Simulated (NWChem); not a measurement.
Molecule: sulfur tetrafluoride (SF4); SMILES FS(F)(F)F

Program: NWChem. Medium grid unless said otherwise, to which SCAN and Minnesota functionals are sensitive. Coordinates come from a PBE0/def2-SVP optimisation. Computed dipoles belong to the equilibrium geometry; the measured one is vibrationally averaged.

Measured dipole moment: 0.63 D (NIST CCCBDB, as tabulated in the package chemicals).

Task: Which of these levels lies farthest from the measured value, and how do the others fare: Hartree-Fock/def2-TZVPD; B3LYP/def2-TZVPD; M06-2X/def2-TZVPD; CAM-B3LYP/def2-TZVPD; LDA (Slater exchange, VWN5)/def2-TZVPD; PBE/def2-TZVPD; PBE0/def2-TZVPD; TPSS/def2-TZVPD; BLYP/def2-TZVPD; r2SCAN/def2-TZVPD?

Result: Hartree-Fock/def2-TZVPD.
| level | dipole moment (D) | computed − measured | relative time (rough) |
|---|---|---|---|
| LDA (Slater exchange, VWN5)/def2-TZVPD | 0.70 | +0.07 | 1 |
| PBE/def2-TZVPD | 0.66 | +0.03 | 1 |
| BLYP/def2-TZVPD | 0.73 | +0.10 | 1 |
| TPSS/def2-TZVPD | 0.66 | +0.03 | 1 |
| r2SCAN/def2-TZVPD | 0.66 | +0.03 | 1 |
| B3LYP/def2-TZVPD | 0.81 | +0.18 | 1 |
| PBE0/def2-TZVPD | 0.75 | +0.12 | 1 |
| M06-2X/def2-TZVPD | 0.86 | +0.23 | 1 |
| CAM-B3LYP/def2-TZVPD | 0.83 | +0.20 | 10 |
| Hartree-Fock/def2-TZVPD | 0.96 | +0.33 | 1 |
